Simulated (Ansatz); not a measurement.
(KSH)4 cube (K₄H₄S₄), relaxed as a singlet with RKS r2SCAN-D4/def2-SVP in Ansatz, starting from the GFN2-xTB geometry. Force threshold 0.02 eV/Å.

Start:

```
atom    x (Å)    y (Å)    z (Å)
  K1  -2.6473   0.6474  -0.9220
  K2   1.5698  -0.9596  -2.1985
  K3   1.2465   2.3471   1.0967
  K4  -0.1663  -2.0337   2.0226
  S5  -1.0904  -2.0694  -0.9680
  S6   0.1378   1.7974  -1.7803
  S7  -1.3794   0.8528   1.9322
  S8   2.3295  -0.5793   0.8177
  H9  -1.6505  -3.1562  -1.4699
 H10   0.2065   2.7329  -2.7122
 H11  -2.1016   1.3031   2.9441
 H12   3.5455  -0.8825   1.2376
```

Question: Estimate the energy that the relaxation releases and the steps that it takes.

Answer: 21.1 kJ/mol, in 4 steps; 34 s on 4 threads of Arm Neoverse V1 on a shared host. No frequencies were taken in this run, so the end may be a saddle point.

Question: Does the start keep its bonding?

Answer: By distances, no bond broke or formed. The bond that changes most is K3–S7, from 3.13 to 3.09 Å (atoms count from 1).

Question: Predict the relaxed structure.

Answer: 
Cartesian coordinates in Å:
```
K -2.473 0.608 -0.861
K 1.468 -0.903 -2.059
K 1.158 2.197 1.028
K -0.154 -1.901 1.894
S -1.150 -2.184 -1.022
S 0.150 1.891 -1.881
S -1.459 0.899 2.047
S 2.457 -0.606 0.858
H -1.728 -3.286 -1.538
H 0.230 2.841 -2.833
H -2.195 1.352 3.081
H 3.698 -0.909 1.286
```
Bond lengths (bridged metal pairs left out): 12 × K–S 3.09 Å; 4 × H–S 1.35 Å.
